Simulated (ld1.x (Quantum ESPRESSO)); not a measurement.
# Ranking RRKJ potentials for sulfur (S)

All share these settings but for the change named:

sulfur, norm-conserving RRKJ (Kleinman–Bylander form), made with ld1.x (Quantum ESPRESSO) 7.5 (PBEsol, scalar-relativistic). Core [Ne], reference 3s2 3p4. Waves: 3p (bound): rc 1.30 bohr; 3s (bound): rc 1.35 bohr. Local part: the s channel. Core correction: a·sin(br)/r model core inside 0.95 bohr. rho0 = 0.01.

Test errors are all-electron minus pseudo excitation energies from the reference, over 3s2 3p3; 3s2 3p2; 3s2 3p1; 3s2 3p0; 3s2 3p3.5; 3s0 3p6; 3s2 3p4.3. None of these files shows a bound ghost.

The base gives 172.6 meV.

Of 9 variants that were run, those that failed, showed a ghost or another fault, or gave nearly equal values are left out.

A variant can come out equal or close to the base, since the largest error may sit in a test that the change hardly touches while other tests move.

**Question.** Rank these variants by their largest absolute test error, smallest first.
A. wave 3s (bound): rc 1.35 bohr becomes 3s (bound): rc 1.40 bohr
B. local potential all-electron potential smoothed inside 1.20 bohr (lloc = -1)
C. wave 3p (bound): rc 1.30 bohr becomes 3p (bound): rc 1.90 bohr

**Answer.** A (172.5 meV), B (217.8 meV), C (258.4 meV).
